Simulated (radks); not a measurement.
Q: The mean radii <r> (bohr) of the occupied orbitals of an atom or ion are listed with their occupations. Calculated with a radial shooting solver on a logarithmic mesh with Libxc functionals: scalar-relativistic Kohn-Sham, r2SCAN, spin-polarised, spherical densities, finite nucleus; meta-GGA in the generalised Kohn-Sham scheme; Fermi nuclear charge, rms radius of each element as measured or else 0.836 A^(1/3) + 0.57 fm.

orbital  occ.      <r>
1s up       1  0.04862
1s down     1  0.04860
2s up       1   0.2155
2s down     1   0.2153
2p up       3   0.1886
2p down     3   0.1886
3s up       1   0.5575
3s down     1   0.5615
3p up       3   0.5503

Name the element and its charge. Open shells, if any, are filled with parallel spins first.

A: Z = 31, gallium, charge +16: Ga16+ in [Ne] 3s2 3p3. The 1s radius gives Z: for a bare nucleus <r> = (2 gamma + 1)/(2Z) with gamma = sqrt(1 - (Z/c)^2), 0.04755 bohr for Z = 31, and screening makes it slightly larger (0.04862 here). The occupations add up to 15, and the charge is Z minus that.
